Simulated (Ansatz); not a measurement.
W(NH)(S)(F)(NH2) (FH3N2SW), SMILES [NH]=[W]([NH2])([F])=[S], multiplicity 1.

Coordinates come from a PBE-D3(BJ)/def2-SVP optimisation. The spin state was assumed, not searched. The structure was generated by enumeration; whether it is a known compound was not checked. The def2 effective core potentials stand for the cores of W; spin–orbit coupling is left out. One conformer was computed; it need not be the lowest.

Two levels are set side by side: PBE/def2-SVPD (Ansatz, a quantum-chemistry and plane-wave program) and CAM-B3LYP/def2-SVPD (Ansatz). Energy differences of separate SCF runs at the same geometry; the states with an electron removed or added have multiplicity 2 and 2. Differences are taken from unrounded values.

| quantity | PBE |
|---|---|
| vertical ionisation energy (eV) | 9.33 |
| vertical electron affinity (eV) | 0.16 |
| vertical singlet–triplet gap (eV) | 3.44 |

Problem. These are the PBE values. What does CAM-B3LYP give? (Estimate from the structure and the level; the computed values follow.)

Solution. 
```csv
quantity,CAM-B3LYP,PBE minus CAM-B3LYP
vertical ionisation energy (eV),9.55,-0.23
vertical electron affinity (eV),0.57,-0.40
vertical singlet–triplet gap (eV),3.18,0.25
```
